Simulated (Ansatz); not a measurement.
One change: `FC[BH][SnH3]` becomes `F[CH2][GaH][SnH3]`.

Ansatz, PBE0-D4/def2-TZVP geometries, multiplicity 1. Each molecule was computed in one conformer, which needn't be the lowest.

Elements past krypton have def2 core potentials. Scalar relativity is left out up to krypton.

```csv
property,`FC[BH][SnH3]`
size of the dipole moment (ωB97M-V/def2-TZVPP) / D,2.20
HOMO energy (PBE/def2-TZVPP) / eV,-6.82
HOMO energy (B3LYP/def2-TZVPP) / eV,-7.79
LUMO energy (PBE/def2-TZVPP) / eV,-3.21
HOMO–LUMO gap (PBE/def2-TZVPP) / eV,3.61
HOMO–LUMO gap (PBE0/def2-TZVPP) / eV,5.70
```

(1) What does the change do to each property? (An estimate is asked.)

## Answers

(1) The calculation gave: 
| property | `F[CH2][GaH][SnH3]` | shift |
| --- | --- | --- |
| size of the dipole moment (ωB97M-V/def2-TZVPP) / D | 1.94 | -0.26 |
| HOMO energy (PBE/def2-TZVPP) / eV | -6.21 | 0.61 |
| HOMO energy (B3LYP/def2-TZVPP) / eV | -7.11 | 0.68 |
| LUMO energy (PBE/def2-TZVPP) / eV | -2.86 | 0.35 |
| HOMO–LUMO gap (PBE/def2-TZVPP) / eV | 3.35 | -0.26 |
| HOMO–LUMO gap (PBE0/def2-TZVPP) / eV | 5.20 | -0.50 |

With PBE0 the HOMO rises by 0.67 eV and the LUMO rises by 0.17 eV, so the gap narrows by about 0.50 eV. PBE moves the HOMO by 0.61 eV and ωB97M-V by 0.78 eV. Dipoles are sizes alone; their direction can turn.

B3LYP here is the variant with VWN-RPA as its local correlation; programs differ in this.
